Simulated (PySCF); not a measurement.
Compound: C4H7FO2S (charge -1 and doublet state).
Numbering: `[CH3:1][O:2][CH2:3][C:4]([S-:5])[O:6][CH2:7][F:8]` (hydrogens: H9, H10, H11 on C1; H12, H13 on C3; H14, H15 on C7)

Cartesian coordinates in Å at the GFN2-xTB level; atoms count from 1:
```xyz
15
C4H7FO2S angstrom
C     -2.1252   -0.6009    0.6727
O     -1.4523    0.4823    1.2477
C     -0.6980    1.2557    0.2768
C      0.3931    0.5682   -0.4426
S      0.1598   -0.2668   -1.8996
O      1.4940    0.2466    0.4211
C      2.4375   -0.5147   -0.1941
F      3.5504   -0.5598    0.6109
H     -2.5242   -1.2031    1.4906
H     -1.4542   -1.2124    0.0613
H     -2.9524   -0.2585    0.0318
H     -0.2985    2.0737    0.8876
H     -1.4042    1.6504   -0.4680
H      2.1134   -1.5603   -0.3462
H      2.7564   -0.0926   -1.1633
```

The hyperfine couplings belong to this conformer and change with its torsions.

Theory: UKS B3LYP, pcH-1 on C F H O S, non-relativistic, mean-field spin-orbit, GIAO in PySCF. Whether the extra electron is bound in the gas phase wasn't checked; a finite basis holds it in any case. A GFN2-xTB geometry isn't a minimum of the functional, and hyperfine couplings can be far from their values at a DFT geometry, by a factor of two or more for some ions and for spin on atoms past the first row. No stability test was run, so a lower SCF solution isn't excluded.

Task: Give the principal g shifts and their parts.

Result: 
```csv
Δg (ppt),1,2,3
relativistic mass correction,-0.21,-0.21,-0.21
gauge correction,0.00,0.04,0.06
orbital Zeeman/spin–orbit,-0.39,5.39,8.95
total,-0.61,5.22,8.79
```

So g = 2.00171, 2.00754, 2.01111 and g_iso = 2.00679; the tensor is rhombic: the two nearest values differ by 38 % of g3 − g1. Axes: g3 points within 6° of the C4–S5 bond.

Task: What effective moment and Curie constant follow for a powder?

Result: With the mean of g² = 4.0272 and S(S+1) = 0.75: μ_eff = √(⟨g²⟩S(S+1)) = 1.738 μB and χT = 0.12505·⟨g²⟩·S(S+1) = 0.378 cm³ K/mol (cgs; spin-Hamiltonian part alone).

Task: How much does each term add to the isotropic shift?

Result: The orbital-Zeeman/spin–orbit term 4.65, the mass correction -0.21 and the gauge correction 0.03 ppt, for a total of 4.47 ppt. The orbital-Zeeman/spin–orbit term is the largest in size. The mass correction is the same along every axis, so the anisotropy comes from the other two: their spans along these axes are 0.06 (gauge) and 9.34 ppt (orbital Zeeman/spin–orbit).

Task: In a frozen sample, at which fields do the three g values resonate at 9.5, 34, 94 and 263 GHz (hyperfine left aside), and which band first spreads them over more than twice a line width of 1.0 mT?

Result: 
```tsv
band	GHz	B(g3) mT	B(g2) mT	B(g1) mT	spread mT
X	9.5	337.50	338.10	339.09	1.58
Q	34.0	1207.90	1210.05	1213.57	5.67
W	94.0	3339.49	3345.44	3355.17	15.68
J	263.0	9343.48	9360.11	9387.35	43.87
```

The spread grows in proportion to the frequency. Q band is the first where it exceeds 2.0 mT.

The largest Mulliken spin populations are on C4 (+0.61) and S5 (+0.29). The angles at C4 add up to 356.1°, so it is nearly planar.

The HOMO–LUMO gaps are 3.94 eV among the α and 4.76 eV among the β orbitals.
